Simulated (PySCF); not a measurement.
[Tm(NH2)4]− at several levels of theory

Computed with PySCF 2.14.0 (density fitting, no spin-orbit coupling) at the geometry relaxed with PBE0:

```xyz
13
[Tm(NH2)4]− (singlet in the valence; each metal's 4f electrons, 12 of them, lie in its core potential, out of spins and levels)
Tm    0.0000    0.0000    0.0000
N     1.3418    1.1775    1.3144
H     1.2775    1.3807    2.3111
H     2.2118    1.6083    0.9990
N    -1.3418   -1.3144    1.1776
H    -2.2119   -0.9989    1.6082
H    -1.2774   -2.3111    1.3808
N     1.3418   -1.1775   -1.3144
H     2.2118   -1.6083   -0.9990
H     1.2775   -1.3807   -2.3111
N    -1.3418    1.3144   -1.1776
H    -1.2774    2.3111   -1.3808
H    -2.2119    0.9989   -1.6082
```

| level | basis | state | HOMO (eV) | gap (eV) | charge on Tm1 (e) | population of f-type functions on Tm1 (polarisation alone where 4f lies in the core) | dipole about the centre of mass (D) | largest force component (eV/Å) |
| --- | --- | --- | --- | --- | --- | --- | --- | --- |
| PBE0 | Tm lcecp-1-SVP with ECP58, N def2-SVP, H def2-SVP | singlet | -1.11 | 5.33 | 0.60 | 0.05 | 0.00 | 0.01 |
| HF | the same | singlet | -4.60 | 10.81 | 1.18 | 0.05 | 0.00 | 0.75 |
| TPSSh | the same | singlet | -0.33 | 4.35 | 0.58 | 0.04 | 0.00 | 0.20 |

In the lcecp rows the 4f levels are missing from HOMO and gap, and the state counts the valence alone.

Charges are Mulliken's, which hang on the basis. The relaxation used the grid (50, 194), these runs (75, 302) or, all-electron (x2c bases, spin-free X2C Hamiltonian), (99, 590).

What does PBE0 with Tm lcecp-1-TZVP with ECP58, N def2-TZVP, H def2-TZVP give here?

state singlet, HOMO (eV) -1.42, gap (eV) 5.35, charge on Tm1 (e) 1.45, population of f-type functions on Tm1 (polarisation alone where 4f lies in the core) 0.05, dipole about the centre of mass (D) 0.00, largest force component (eV/Å) 0.31. Time: 42 s on 2 threads of Arm Neoverse V1, on a shared host, from free ions and atoms.

In the first row's basis the gap widens with exact exchange: 4.4 to 5.3 eV for TPSSh, PBE0 (a fixed share); 10.8 eV for Hartree–Fock (rising or full at long range).

An lcecp potential fixes the number of 4f electrons, so in runs with it no electron can move into or out of that shell.
